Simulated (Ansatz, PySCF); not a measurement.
This PySCF input computes a r2SCAN/def2-TZVPD energy:

```python
from pyscf import gto, scf, dft

mol = gto.M(
    atom='''
    Si   -0.68219595    0.12772594    0.17746297
    Br    0.08464073   -0.41692998   -1.84385773
    Br    1.01305986    0.20498468    1.58806420
    O    -1.45885891    1.55386974    0.07543954
    O    -1.70480218   -0.99270514    0.74724670
    H    -1.03188467    2.28223037   -0.38430929
    H    -2.52760401   -1.14162478    0.27111160
    ''',
    basis='def2-tzvpd',
    charge=0,
    spin=0,
    verbose=4,
)

mf = dft.RKS(mol, xc='r2scan').density_fit(auxbasis='def2-universal-jkfit')
mf.grids.level = 4
mf.conv_tol = 1e-9
mf.max_cycle = 100
mf.max_memory = 1500
mf.kernel()
if not mf.converged:
    mf = mf.newton()
    mf.kernel(mf.make_rdm1())
mf.analyze()
```

Write an input for the same energy in Ansatz (an electronic-structure program) and say what it gives.


Ansatz 0.2 input:
```yaml
crystal:
  periodic: [false, false, false]
  atoms:
    - {symbol: Si, position_ang: [-0.68219595, 0.12772594, 0.17746297]}
    - {symbol: Br, position_ang: [0.08464073, -0.41692998, -1.84385773]}
    - {symbol: Br, position_ang: [1.01305986, 0.20498468, 1.58806420]}
    - {symbol: O, position_ang: [-1.45885891, 1.55386974, 0.07543954]}
    - {symbol: O, position_ang: [-1.70480218, -0.99270514, 0.74724670]}
    - {symbol: H, position_ang: [-1.03188467, 2.28223037, -0.38430929]}
    - {symbol: H, position_ang: [-2.52760401, -1.14162478, 0.27111160]}
basis:
  gaussian:
    orbitals: def2-TZVPD
hamiltonian:
  xc: {name: r2SCAN}
output: {forces: true}
```
It gives -5589.62428 Eh, and PySCF -5589.62445 Eh, a difference of 0.17 mEh, from the treatment of integrals and grids.
